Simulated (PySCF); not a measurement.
Input file for PySCF: U-HF/6-31G* on AlH3O2 (SMILES [OH][AlH][OH]), a point of a bond scan (R = 1.565 Å).

```python
from pyscf import gto, scf, dft, mp
from pyscf.data.elements import chemcore

mol = gto.M(
    atom='''
    Al   -0.35083796   -0.22531071   -0.18690700
    H    -1.54694077   -1.01380836   -0.81631908
    O    -0.12879702    1.39194619   -0.63416865
    H     0.57601648    1.94766290   -0.29821585
    O     0.73397506   -0.91514665    0.92276728
    H     0.69039347   -1.81921166    1.23553693
    ''',
    basis='6-31g*',
    cart=True,
    charge=0, spin=0, verbose=3, max_memory=1800)
mf = scf.UHF(mol)
mf.conv_tol = 1e-8
mf.max_cycle = 100
mf.init_guess_breaksym = True
mf.kernel()
if not mf.converged:
    mf = mf.newton().run(mf.mo_coeff, mf.mo_occ)
for _ in range(4):
    mo, _, stable, _ = mf.stability(return_status=True)
    if stable:
        break
    mf.kernel(mf.make_rdm1(mo, mf.mo_occ))
```

What total energy does the run end on?

-393.4685 hartree.
